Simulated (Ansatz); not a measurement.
A run on CH₈InNSi, SMILES `C[N]([SiH3])[InH2]` with other settings.

```yaml
crystal:
  periodic: [false, false, false]
  atoms:
    - {symbol: C, position_ang: [-0.229467, 1.356802, -0.589463]}
    - {symbol: N, position_ang: [-0.051495, 0.004253, -0.079025]}
    - {symbol: Si, position_ang: [0.876322, -0.158650, 1.357760]}
    - {symbol: In, position_ang: [-0.883038, -1.578727, -1.058734]}
    - {symbol: H, position_ang: [0.730563, 1.833763, -0.827805]}
    - {symbol: H, position_ang: [-0.827567, 1.363960, -1.505347]}
    - {symbol: H, position_ang: [-0.741880, 2.003548, 0.135172]}
    - {symbol: H, position_ang: [0.939232, -1.602243, 1.709351]}
    - {symbol: H, position_ang: [0.278368, 0.597522, 2.499625]}
    - {symbol: H, position_ang: [2.265713, 0.365198, 1.189364]}
    - {symbol: H, position_ang: [-1.739383, -1.064019, -2.452621]}
    - {symbol: H, position_ang: [-0.617368, -3.121397, -0.378276]}
basis:
  gaussian: {orbitals: def2-TZVPP}
hamiltonian: {xc: {name: BLYP}, dispersion: d3bj}
```

```sh
$ ansatz run in.yaml --threads 4 --pin off --events-out ev --progress --plain --max-ram 10444MiB
```

It prints (some lines left out):

```
Functional definition: BLYP
1483 factors; their error is unknown
mean field evaluation 1: about -15690.6807 eV, gradient 8.7e1 eV
mean field evaluation 2: about -15572.8138 eV, gradient 2.0e2 eV
mean field evaluation 4: about -15706.4604 eV, gradient 2.1e1 eV
mean field evaluation 8: about -15707.3090 eV, gradient 1.0e-1 eV
mean field evaluation 16: about -15707.2749 eV, gradient 3.8e-4 eV
mean field -15707.27488433 eV, -577.2317052258 hartree, gradient 4.4e-5 eV, S^2 0.000000; 0 other end points of the search recorded, 0 dependent functions left out
reference -15707.27533171 eV, -577.2317216666 hartree; 28, 28 occupied and 238, 238 virtual orbitals, 1483 factors
Total energy: -15707.86727428 eV, -577.2534751550 hartree
```

Run time 3.3 s (4 threads of an Arm Neoverse V1 on a shared host); peak host memory 0.47 GiB.
